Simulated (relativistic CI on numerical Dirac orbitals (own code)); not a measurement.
Ru²⁺: resonant inelastic scattering at the L2,3 edge

Computed with this model: Dirac-Coulomb-Breit CI, orbitals from a KLI potential per configuration, model QED, valence Slater integrals scaled by 0.7, Kramers-Heisenberg scattering through one core-hole configuration in a parametric crystal field; configurations [Kr] 4d6 → [He] 2s2 2p5 3s2 3p6 3d10 4s2 4p6 4d7; 300 K; core-hole width 0.96 eV; summed over polarisations. Incident energies are the highest absorption maxima for each field (at most a few, so the weaker spin-orbit partner edge can be absent), on the computed scale of the free ion. Intensities are in per cent of the strongest line above 0.02 eV; levels within 1 cm⁻¹ are merged; final levels count from the ground level, the first row holds all elastic scattering, lines under 0.4 are left out and each table stops after 24 rows. The scale of the Slater integrals is a model choice and moves the terms in proportion.

Field parameters in Wybourne normalisation: D4h B²₀ = −7Ds, B⁴₀ = 21(Dq − Dt), B⁴₄ = 21√(5/14) Dq. The field is a parameter set, without covalency.

S is read from ⟨S²⟩ = S(S + 1).

D4h, 10Dq = 24300, Ds = -1500, Dt = 230 cm⁻¹:

| Final level (eV) | Degeneracy | Irrep | S | 2841.1 eV | 2970.1 eV |
| --- | --- | --- | --- | --- | --- |
| 0.000 | 1 | A1 | 0.04 | 517.2 | 66.6 |
| 1.714 | 1 | A1 | 1.03 | 10.6 | 7.3 |
| 1.720 | 1 | A2 | 1.03 | 7.0 | 2.3 |
| 1.771 | 2 | E | 1.02 | 5.9 | 5.3 |
| 1.820 | 1 | B2 | 1.02 | 1.7 | 2.5 |
| 1.826 | 1 | B1 | 1.00 | 7.0 | 8.5 |
| 2.174 | 2 | E | 1.00 | 12.2 | 0.5 |
| 2.203 | 1 | A1 | 1.02 | 20.6 | 18.4 |
| 2.302 | 1 | B1 | 1.01 | 0.4 | 1.7 |
| 2.311 | 1 | B2 | 1.01 | 10.9 | 7.7 |
| 2.316 | 2 | E | 0.96 | 64.6 | 6.7 |
| 2.375 | 1 | A2 | 1.01 | 12.4 | 5.3 |
| 2.390 | 1 | A1 | 1.01 | 20.9 | 25.6 |
| 2.527 | 2 | E | 0.23 | 100.0 | 37.1 |
| 2.703 | 1 | A2 | 1.97 | 0.4 | 0.1 |
| 2.845 | 1 | A2 | 0.08 | 41.9 | 15.0 |
| 3.180 | 2 | E | 1.33 | 25.7 | 19.6 |
| 3.199 | 1 | B1 | 1.23 | 9.4 | 8.7 |
| 3.369 | 2 | E | 1.75 | 14.6 | 1.1 |
| 3.396 | 2 | E | 0.91 | 46.0 | 13.3 |
| 3.400 | 1 | B1 | 1.83 | 1.5 | 1.5 |
| 3.413 | 2 | E | 1.62 | 7.5 | 10.4 |
| 4.285 | 1 | B2 | 0.06 | 35.1 | 7.4 |
| 4.347 | 2 | E | 1.00 | 0.2 | 0.8 |

D4h, 10Dq = 24300, Ds = -860, Dt = 230 cm⁻¹:

| Final level (eV) | Degeneracy | Irrep | S | 2841 eV | 2970 eV |
| --- | --- | --- | --- | --- | --- |
| 0.000 | 1 | A1 | 0.04 | 469.0 | 63.3 |
| 1.875 | 1 | A1 | 1.03 | 10.6 | 8.7 |
| 1.887 | 1 | A2 | 1.04 | 5.8 | 1.0 |
| 1.898 | 2 | E | 1.02 | 2.2 | 1.9 |
| 1.901 | 1 | B2 | 1.01 | 0.2 | 0.6 |
| 1.902 | 1 | B1 | 1.01 | 5.6 | 7.4 |
| 2.170 | 2 | E | 1.01 | 13.8 | 0.4 |
| 2.201 | 1 | A1 | 1.03 | 23.1 | 21.8 |
| 2.342 | 2 | E | 0.97 | 53.5 | 7.8 |
| 2.354 | 1 | A2 | 1.00 | 17.1 | 5.2 |
| 2.368 | 1 | B1 | 1.01 | 2.4 | 2.7 |
| 2.375 | 1 | B2 | 1.02 | 11.4 | 9.2 |
| 2.383 | 1 | A1 | 1.01 | 12.0 | 14.9 |
| 2.583 | 2 | E | 0.25 | 100.0 | 35.5 |
| 2.839 | 1 | A2 | 0.92 | 35.2 | 12.6 |
| 2.867 | 1 | A2 | 1.61 | 11.6 | 5.2 |
| 2.946 | 2 | E | 1.09 | 16.0 | 22.8 |
| 2.950 | 1 | B1 | 1.06 | 7.2 | 6.6 |
| 3.266 | 2 | E | 1.94 | 0.7 | 0.7 |
| 3.482 | 2 | E | 0.04 | 38.9 | 9.8 |
| 4.052 | 1 | B2 | 0.05 | 26.4 | 5.5 |
| 4.724 | 2 | E | 1.00 | 0.6 | 0.1 |
| 5.019 | 1 |  | 1.01 | 0.5 | 0.3 |
| 5.040 | 2 |  | 1.01 | 0.9 | 1.0 |

D4h, 10Dq = 24300, Ds = -210, Dt = 230 cm⁻¹:

| Final level (eV) | Degeneracy | Irrep | S | 2841 eV | 2970 eV |
| --- | --- | --- | --- | --- | --- |
| 0.000 | 1 | A1 | 0.04 | 589.5 | 81.0 |
| 1.889 | 1 | B1 | 1.01 | 4.0 | 5.7 |
| 1.931 | 2 | E | 1.02 | 2.7 | 0.0 |
| 1.966 | 1 | A1 | 1.02 | 17.2 | 16.7 |
| 1.975 | 1 | A2 | 1.03 | 3.2 | 0.0 |
| 2.170 | 2 | E | 1.02 | 13.0 | 0.3 |
| 2.188 | 1 | A1 | 1.03 | 27.1 | 25.2 |
| 2.406 | 1 | A2 | 1.00 | 33.6 | 6.0 |
| 2.434 | 2 | E | 0.88 | 100.0 | 4.1 |
| 2.457 | 1 | A1 | 1.03 | 14.3 | 16.1 |
| 2.512 | 1 | B1 | 1.01 | 9.0 | 10.0 |
| 2.526 | 1 | B2 | 1.03 | 14.1 | 12.2 |
| 2.595 | 2 | E | 0.66 | 82.9 | 34.4 |
| 2.682 | 1 | B1 | 1.01 | 3.5 | 3.3 |
| 2.695 | 2 | E | 0.83 | 21.3 | 46.8 |
| 2.851 | 1 | A2 | 0.18 | 62.6 | 25.2 |
| 3.019 | 1 | A2 | 1.95 | 0.2 | 0.5 |
| 3.614 | 2 | E | 0.04 | 51.1 | 11.5 |
| 3.779 | 1 | B2 | 0.04 | 23.3 | 5.1 |
| 5.105 | 1 |  | 0.96 | 1.3 | 0.0 |
| 5.112 | 2 |  | 1.01 | 0.9 | 0.2 |
| 5.226 | 2 |  | 1.00 | 0.3 | 0.9 |
| 5.310 | 1 |  | 0.37 | 1.5 | 0.1 |
| 5.331 | 1 |  | 0.56 | 0.4 | 0.0 |

For the first field the strongest loss at the lowest incident energy is the level at 2.53 eV (S = 0.23, against 0.04 in the thermal ground state). Levels of other spin, the first over 8 % at 1.71 eV, appear because spin-orbit coupling of the core hole, and in heavier ions of the valence shell too, mixes spins.
